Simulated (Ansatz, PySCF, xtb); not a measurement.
Barrier from R1 to the saddle point P1, each structure at its B3LYP-D3(BJ)/def2-TZVP stationary point, reached from a drawn start; harmonic modes at that level show the others as minima.
P1, AlH4P, a first-order saddle point (one imaginary mode, 400i cm⁻¹) (charge 0, multiplicity 1):
| atom | x (Å) | y (Å) | z (Å) |
|---|---|---|---|
| Al | -1.1583 | 0.0000 | 0.0000 |
| P | 1.0674 | 0.0000 | 0.0000 |
| H | -1.8527 | 1.4094 | 0.0000 |
| H | -1.8527 | -1.4094 | 0.0000 |
| H | 1.8981 | 1.1216 | 0.0000 |
| H | 1.8981 | -1.1216 | 0.0000 |
R1, AlH4P (SMILES [AlH2][PH2]) (charge 0, multiplicity 1):
```
atom    x (Å)    y (Å)    z (Å)
----  -------  -------  -------
Al    -0.9528   0.0000  -0.2745
P      1.3767   0.0000  -0.3180
H     -1.7289   1.3753  -0.3289
H     -1.7289  -1.3753  -0.3289
H      1.5170   1.0498   0.6253
H      1.5170  -1.0498   0.6253
```

| level | barrier height (eV) | minus CCSD(T)/CBS(cc-pV(T+d)Z, cc-pV(Q+d)Z) |
|---|---|---|
| GFN1-xTB | 0.770 | 0.378 |
| SVWN5/def2-TZVPP | 0.366 | -0.026 |
| revPBE-D3(BJ)/def2-TZVPP | 0.428 | 0.036 |
| r2SCAN/def2-TZVPP | 0.380 | -0.012 |
| r2SCAN-D3(BJ)/def2-TZVPP | 0.381 | -0.012 |
| B3LYP/def2-TZVPP | 0.407 | 0.014 |
| B3LYP-D4/def2-TZVPP | 0.409 | 0.017 |
| PBE0-D4/def2-TZVPP | 0.406 | 0.014 |
| BHLYP/def2-TZVPP | 0.400 | 0.007 |
| CAM-B3LYP-D3(BJ)/def2-TZVPP | 0.395 | 0.003 |
| wB97M-V/def2-TZVPP | 0.420 | 0.027 |
| SCS-MP2/cc-pV(Q+d)Z | 0.401 | 0.009 |
| CCSD/cc-pV(T+d)Z | 0.418 | 0.025 |
| CCSD(T)/CBS(cc-pV(T+d)Z, cc-pV(Q+d)Z) | 0.393 | 0.000 |

 The comparison column counts from a level with limits of its own.

P less R. No zero-point or thermal terms. No path was followed down from the saddle.

Correlated levels freeze the cores. CBS(a, b) extrapolates the correlation energy as X⁻³ and adds the Hartree–Fock energy of set b.

Programs: Ansatz (an electronic-structure program) with Gaussian orbitals; PySCF for the D3/D4 terms; xtb for the GFN methods. No computed number here is a measurement.
